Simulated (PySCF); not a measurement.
## Ni⁻ (nickel, charge -1) across methods

[Ar] 3d9 4s2, 2D determinant. All numbers are calculated (PySCF 2.14, no relativity, point nucleus, in aug-cc-pVDZ (7s6p4d2f, 59 functions)).

| method | E (hartree) | mean ε 4s α (eV) | mean ε 4s β (eV) | mean ε 3d β (eV) | Σ⟨r²⟩ (bohr²) | ⟨S²⟩ |
| --- | --- | --- | --- | --- | --- | --- |
| PBE | -1508.109 | 0.884 | 1.006 | 1.750 | 61.90 | 0.755 |
| PBE0 | -1508.102 | 0.397 | 0.530 | -0.143 | 62.98 | 0.755 |
| LDA | -1505.693 | 0.773 | 0.894 | 1.670 | 60.40 | 0.755 |
| revPBE | -1508.252 | 0.925 | 1.049 | 1.776 | 62.42 | 0.756 |
| UHF | -1506.82486 | -0.792 | -0.285 | -6.374 | 75.82 | 0.778 |
| B97-3 | -1508.191 | 0.375 | 0.484 | -0.415 | 66.71 | 0.754 |
| M06 | -1508.301 | 0.315 | 0.562 | -0.033 | 56.92 | 0.757 |
| r2SCAN | -1508.321 | 0.739 | 0.881 | 1.717 | 60.64 | 0.760 |

Question: Estimate the same row for LC-wPBE.

Answer: E (hartree) = -1508.120; mean ε 4s α (eV) = -1.306; mean ε 4s β (eV) = -1.083; mean ε 3d β (eV) = -2.785; Σ⟨r²⟩ (bohr²) = 60.87; ⟨S²⟩ = 0.754.

The outer electron is barely bound at this level, so radii and moments hang on the diffuse functions.

The highest occupied level is positive at PBE, PBE0, LDA, revPBE, B97-3, M06, r2SCAN: only the finite basis holds that electron, which in a density functional comes from self-interaction.
